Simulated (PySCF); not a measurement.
Assigning NMR signals

Atoms are numbered as in `[O:1]=[C:2]1[CH:3]=[C:4]([SiH2:5][F:6])[C:7](=[O:8])[O:9]1`. Each H is labelled by its parent atom.

All values are calculated (PySCF): NMR shieldings at PBE0/pcSseg-1/GIAO, GFN2-xTB structure. Equivalent nuclei averaged, relativity neglected, no solvent model, a single conformation.

References, each an isolated molecule treated in the same way: TMS for 13C and 1H.

(1) Assign these signals to the numbered atoms. 13C{1H} NMR (computed): δ 174.2 (C), 170.8 (C), 155.6 (C), 153.6 (CH).

(2) Assign these signals to the numbered atoms. 1H NMR (300 MHz, computed): δ 7.28 (m, 1H), 5.62 (m, 2H).

## Answers

(1) 
| δ (ppm) | atoms | environment | reason |
| --- | --- | --- | --- |
| 174.2 | C7 | anhydride carbonyl carbon | lone-pair donation from the attached heteroatom keeps it upfield of a ketone carbonyl |
| 170.8 | C2 | anhydride carbonyl carbon | – |
| 155.6 | C4 | β carbon of a C=C–C=O unit | conjugation with the carbonyl draws π density from the β position |
| 153.6 | C3 | β carbon of a C=C–C=O unit | – |

(2) 
| δ (ppm) | atoms | environment | reason |
| --- | --- | --- | --- |
| 7.28 | H(C3) | hydrogen on a β carbon of a C=C–C=O unit | a vinylic proton, deshielded by the sp2 carbon and the C=C anisotropy |
| 5.62 | H(Si5) | hydrogen on a silicon bonded to C, F | – |

Splittings by 19F in the carbon and heteronuclear signals aren't shown, as no couplings were computed. Shifts are as computed. Against solution values, carbons near 30 ppm lie about +3 ppm off and those near 130 ppm about +5 ppm. Of 1211 compounds with measured shifts, 218 miss one by over three times the rms of a fit or turn the order of signals round; such compounds aren't used in these exercises. No couplings were computed; multiplicities are counted from neighbouring protons, with m where these are inequivalent, close in shift, in a saturated or five-membered ring or joined by F or P, and br s for small geminal =CH2 splittings.
